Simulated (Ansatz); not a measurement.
Relaxation of CH4NOSb (8 atoms, charge 0, multiplicity 1), to a largest force component of 0.015 eV/Å in at most 40 steps.

Theory: Ansatz 0.2.0, RKS LDA/def2-SVP.

```xyz
8
Properties=species:S:1:pos:R:3
O -0.387 1.693 -1.067
C 0.454 1.358 -0.275
N 0.278 0.144 0.438
Sb -1.304 -1.069 0.224
H 1.344 1.961 -0.152
H 1.061 -0.141 1.111
H -2.252 0.137 -0.601
H -1.961 -0.679 1.785
```

Problem. Where does it end, and by what steps?

Solution. It converged. After 21 steps the energy has fallen by 0.391 eV; H8 moved furthest, 0.93 Å.

```
step  energy less start (eV)  largest force component (eV/Å)  accepted
   0                  0.0000                           3.280       yes
   1                 -0.2164                           1.556       yes
   2                 -0.2674                           1.201       yes
   3                 -0.2821                           1.020       yes
   4                 -0.3199                           0.237       yes
   5                 -0.3458                           0.106       yes
   6                 -0.3484                           0.086       yes
   7                 -0.3585                           0.174       yes
   8                 -0.3561                           0.736        no
   9                 -0.3655                           0.063       yes
  10                 -0.3695                           0.258       yes
  11                 -0.3679                           0.414        no
  12                 -0.3736                           0.165       yes
  13                 -0.3779                           0.124       yes
  14                 -0.3824                           0.182       yes
  15                 -0.3791                           0.499        no
  16                 -0.3870                           0.057       yes
  17                 -0.3891                           0.134       yes
  18                 -0.3855                           0.319        no
  19                 -0.3902                           0.070       yes
  20                 -0.3911                           0.068       yes
  21                 -0.3913                           0.004       yes
```

```xyz
8
Properties=species:S:1:pos:R:3
O -0.735 1.916 -0.327
C 0.306 1.359 -0.045
N 0.411 0.076 0.368
Sb -1.288 -1.109 0.559
H 1.312 1.879 -0.105
H 1.346 -0.292 0.578
H -1.947 -0.555 -0.937
H -2.173 0.131 1.371
```

Run time: 50 s on 1 thread of Intel(R) Xeon(R) Platinum 8375C CPU @ 2.90GHz (Ice Lake) (shared host), peak memory 0.16 GiB.
